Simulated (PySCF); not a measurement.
In(Me)2(NH3) (C2H9InN), SMILES [NH3]->[In]([CH3])[CH3] (connectivity only; charge and spin as stated), neutral, multiplicity 2.

Geometry: PBE-D3(BJ)/def2-SVP. The multiplicity is an assumed one; no other spin state was optimised. The isomer is the one that the SMILES or the coordinates give; other isomers of the formula were not compared. The def2 effective core potentials stand for the cores of In; spin–orbit coupling is left out.

Computed with PBE-D3(BJ)/def2-SVP in PySCF.

Frequencies are harmonic and unscaled.

Task: List the normal modes with their intensities. (Estimate from the structure and the level; the computed values follow.)

Result: 
```json
[
 {"mode": "1", "ν (cm⁻¹)": "22", "IR (km/mol)": "0.0", "moving atoms (share of kinetic energy)": "H 99 %"},
 {"mode": "2", "ν (cm⁻¹)": "64", "IR (km/mol)": "0.0", "moving atoms (share of kinetic energy)": "H 99 %"},
 {"mode": "3", "ν (cm⁻¹)": "64", "IR (km/mol)": "0.0", "moving atoms (share of kinetic energy)": "H 96 %"},
 {"mode": "4", "ν (cm⁻¹)": "84", "IR (km/mol)": "2.5", "moving atoms (share of kinetic energy)": "C 32 %, H 32 %, N 30 %"},
 {"mode": "5", "ν (cm⁻¹)": "92", "IR (km/mol)": "3.5", "moving atoms (share of kinetic energy)": "C 41 %, H 31 %, N 16 %, In 11 %"},
 {"mode": "6", "ν (cm⁻¹)": "109", "IR (km/mol)": "0.7", "moving atoms (share of kinetic energy)": "C 52 %, H 32 %, In 16 %"},
 {"mode": "7", "ν (cm⁻¹)": "225", "IR (km/mol)": "7.8", "moving atoms (share of kinetic energy)": "N 71 %, H 17 %, In 12 %"},
 {"mode": "8", "ν (cm⁻¹)": "396", "IR (km/mol)": "2.0", "moving atoms (share of kinetic energy)": "C 48 %, H 44 %"},
 {"mode": "9", "ν (cm⁻¹)": "410", "IR (km/mol)": "26.4", "moving atoms (share of kinetic energy)": "H 61 %, C 28 %"},
 {"mode": "10", "ν (cm⁻¹)": "411", "IR (km/mol)": "0.0", "moving atoms (share of kinetic energy)": "H 66 %, C 22 %, N 10 %"},
 {"mode": "11", "ν (cm⁻¹)": "440", "IR (km/mol)": "61.4", "moving atoms (share of kinetic energy)": "C 45 %, H 38 %, In 13 %"},
 {"mode": "12", "ν (cm⁻¹)": "572", "IR (km/mol)": "0.1", "moving atoms (share of kinetic energy)": "H 88 %, C 12 %"},
 {"mode": "13", "ν (cm⁻¹)": "607", "IR (km/mol)": "16.3", "moving atoms (share of kinetic energy)": "H 84 %, C 14 %"},
 {"mode": "14", "ν (cm⁻¹)": "627", "IR (km/mol)": "32.2", "moving atoms (share of kinetic energy)": "H 83 %, C 15 %"},
 {"mode": "15", "ν (cm⁻¹)": "672", "IR (km/mol)": "64.3", "moving atoms (share of kinetic energy)": "H 81 %, C 18 %"},
 {"mode": "16", "ν (cm⁻¹)": "1070", "IR (km/mol)": "4.9", "moving atoms (share of kinetic energy)": "H 82 %, C 18 %"},
 {"mode": "17", "ν (cm⁻¹)": "1075", "IR (km/mol)": "83.0", "moving atoms (share of kinetic energy)": "H 83 %, N 15 %"},
 {"mode": "18", "ν (cm⁻¹)": "1093", "IR (km/mol)": "9.3", "moving atoms (share of kinetic energy)": "H 84 %, C 14 %"},
 {"mode": "19", "ν (cm⁻¹)": "1370", "IR (km/mol)": "0.1", "moving atoms (share of kinetic energy)": "H 94 %"},
 {"mode": "20", "ν (cm⁻¹)": "1372", "IR (km/mol)": "5.5", "moving atoms (share of kinetic energy)": "H 94 %"},
 {"mode": "21", "ν (cm⁻¹)": "1380", "IR (km/mol)": "4.5", "moving atoms (share of kinetic energy)": "H 94 %"},
 {"mode": "22", "ν (cm⁻¹)": "1387", "IR (km/mol)": "0.4", "moving atoms (share of kinetic energy)": "H 95 %"},
 {"mode": "23", "ν (cm⁻¹)": "1579", "IR (km/mol)": "16.6", "moving atoms (share of kinetic energy)": "H 95 %"},
 {"mode": "24", "ν (cm⁻¹)": "1581", "IR (km/mol)": "17.8", "moving atoms (share of kinetic energy)": "H 95 %"},
 {"mode": "25", "ν (cm⁻¹)": "2961", "IR (km/mol)": "32.2", "moving atoms (share of kinetic energy)": "H 98 %"},
 {"mode": "26", "ν (cm⁻¹)": "2961", "IR (km/mol)": "18.5", "moving atoms (share of kinetic energy)": "H 98 %"},
 {"mode": "27", "ν (cm⁻¹)": "3071", "IR (km/mol)": "8.4", "moving atoms (share of kinetic energy)": "H 91 %, C 9 %"},
 {"mode": "28", "ν (cm⁻¹)": "3071", "IR (km/mol)": "19.3", "moving atoms (share of kinetic energy)": "H 91 %, C 9 %"},
 {"mode": "29", "ν (cm⁻¹)": "3086", "IR (km/mol)": "2.7", "moving atoms (share of kinetic energy)": "H 91 %, C 9 %"},
 {"mode": "30", "ν (cm⁻¹)": "3086", "IR (km/mol)": "16.0", "moving atoms (share of kinetic energy)": "H 91 %, C 9 %"},
 {"mode": "31", "ν (cm⁻¹)": "3382", "IR (km/mol)": "1.3", "moving atoms (share of kinetic energy)": "H 98 %"},
 {"mode": "32", "ν (cm⁻¹)": "3511", "IR (km/mol)": "23.2", "moving atoms (share of kinetic energy)": "H 92 %, N 8 %"},
 {"mode": "33", "ν (cm⁻¹)": "3523", "IR (km/mol)": "22.5", "moving atoms (share of kinetic energy)": "H 92 %, N 8 %"}
]
```
